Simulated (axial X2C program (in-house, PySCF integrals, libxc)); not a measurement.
## Ω levels of CoNC⁺ from open-shell CI on d7 s0 p(π)0

Computed with an in-house all-electron X2C program for linear molecules (integrals from PySCF): two-component X2C with atomic mean-field Coulomb and Gaunt terms, basis Co dyall-v3z, N dyall-v3z, C dyall-v3z (cores contracted in-house). Orbitals come from Hartree–Fock averaged over the configuration Co d7 s0 p(π)0; CI then distributes these electrons over the d, s, p(π) shells of Co. The speed of light was multiplied by 2, so these are model numbers.

Co–N–C held linear, bonds 1.836 and 1.170 Å (the second held) (near the minimum of the configuration average).

Active spinors (ω > 0):

```json
{"shell": "d", "ω": "3/2", "ε (eV)": "-19.85", "character": "100% Co d"}
{"shell": "d", "ω": "5/2", "ε (eV)": "-19.82", "character": "100% Co d"}
{"shell": "d", "ω": "1/2", "ε (eV)": "-19.40", "character": "97% Co d"}
{"shell": "d", "ω": "3/2", "ε (eV)": "-19.38", "character": "97% Co d"}
{"shell": "d", "ω": "1/2", "ε (eV)": "-18.82", "character": "92% Co d, 3% Co s"}
{"shell": "s", "ω": "1/2", "ε (eV)": "-7.35", "character": "59% Co s, 34% Co p, 4% N p"}
{"shell": "p(π)", "ω": "1/2", "ε (eV)": "-4.14", "character": "91% Co p, 4% C p"}
{"shell": "p(π)", "ω": "3/2", "ε (eV)": "-4.13", "character": "91% Co p, 4% C p"}
```

Lowest levels of this model:

```json
{"Ω": "9/2", "energy (cm⁻¹)": "0", "g∥": "12.01", "configuration": "100% d7"}
{"Ω": "7/2", "energy (cm⁻¹)": "121", "g∥": "8.00", "configuration": "100% d7"}
{"Ω": "5/2", "energy (cm⁻¹)": "244", "g∥": "4.00", "configuration": "100% d7"}
{"Ω": "3/2", "energy (cm⁻¹)": "367", "g∥": "0.00", "configuration": "100% d7"}
{"Ω": "1/2", "energy (cm⁻¹)": "1543", "g∥": "1.97", "configuration": "100% d7"}
{"Ω": "3/2", "energy (cm⁻¹)": "1570", "g∥": "5.91", "configuration": "100% d7"}
{"Ω": "5/2", "energy (cm⁻¹)": "2079", "g∥": "7.98", "configuration": "100% d7"}
{"Ω": "3/2", "energy (cm⁻¹)": "2143", "g∥": "4.07", "configuration": "100% d7"}
{"Ω": "1/2", "energy (cm⁻¹)": "2181", "g∥": "0.76", "configuration": "100% d7"}
{"Ω": "1/2", "energy (cm⁻¹)": "2248", "g∥": "3.26", "configuration": "100% d7"}
{"Ω": "7/2", "energy (cm⁻¹)": "2994", "g∥": "10.00", "configuration": "100% d7"}
{"Ω": "5/2", "energy (cm⁻¹)": "3090", "g∥": "6.02", "configuration": "100% d7"}
{"Ω": "3/2", "energy (cm⁻¹)": "3175", "g∥": "2.03", "configuration": "100% d7"}
{"Ω": "1/2", "energy (cm⁻¹)": "3251", "g∥": "1.99", "configuration": "100% d7"}
{"Ω": "5/2", "energy (cm⁻¹)": "18024", "g∥": "6.00", "configuration": "100% d7"}
{"Ω": "7/2", "energy (cm⁻¹)": "19163", "g∥": "8.00", "configuration": "100% d7"}
{"Ω": "9/2", "energy (cm⁻¹)": "21148", "g∥": "10.00", "configuration": "100% d7"}
{"Ω": "7/2", "energy (cm⁻¹)": "21299", "g∥": "6.00", "configuration": "100% d7"}
```

g∥ is the magnitude of 2⟨Lz + ge Sz⟩ for the +Ω component.

Problem. From Ω and g∥ of the lowest level, whose 2⟨Lz + ge Sz⟩ is positive, find ⟨Sz⟩ and ⟨Lz⟩ (ge = 2.0023).

Solution. Ω = ⟨Lz⟩ + ⟨Sz⟩ = 9/2 and ⟨Lz⟩ + ge⟨Sz⟩ = 6.005, so ⟨Sz⟩ = 1.50 and ⟨Lz⟩ = 3.00.

Occupations of the active spinors in the lowest level by ω, shell by shell in order of energy: -5/2: 0.00; -3/2: 1.00 0.00 0.00; -1/2: 1.00 0.00 0.00 0.00; 1/2: 1.00 1.00 0.00 0.00; 3/2: 1.00 1.00 0.00; 5/2: 1.00. The leading determinant has weight 1.00 among 463.

This point took 2.2 s on 1 thread of Arm Neoverse V2 (shared host).

Dynamic correlation is missing, so gaps between terms are too wide and other configurations may lie lower; the lowest level listed is that of this model, not necessarily the ground state. For d shells the ligand-field splittings (σ, π, δ) and their order can be off by a thousand cm⁻¹ or more. At most 4 roots were kept for each Ω > 0 (twice that for Ω = 0) within 3.2 eV of the lowest, so higher up levels can be missing between those listed; levels with Ω > 0 are doubly degenerate and listed once, Ω = 0 levels singly. Some active spinors are only partly of the character that their shell is named for, so the shell names and counts are nominal. States that fill the shells left empty in the average are placed too high. The molecule was held linear; bending was not examined.
